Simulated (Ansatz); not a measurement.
```csv
atom,x (Å),y (Å),z (Å)
Ge,0.0000,0.0000,0.0000
H,0.8165,0.8165,0.8165
H,0.8165,-0.8165,-0.8165
H,-0.8165,0.8165,-0.8165
H,-0.8165,-0.8165,0.8165
```

Basis set: cc-pVTZ (spherical functions). Left uncorrelated: 9 orbitals. Charge 0, multiplicity 1.

Computed with Ansatz (development build ahead of 0.2.0); each method stands on the lowest determinant of its kind that the runs found. Restricted open shells among the atoms or ions are ROHF, correlated in semicanonical orbitals with singles.

Task: Give the atomization energy at this shape (free ground-state atoms in the same class of orbitals less the molecule, no zero-point energy) of singlet GeH4 by RHF-MP2, RHF.

Result:

```tsv
method	atomization energy
RHF-MP2	279.21 kcal/mol
RHF	212.27 kcal/mol
```

Caution: the shape is not the minimum.
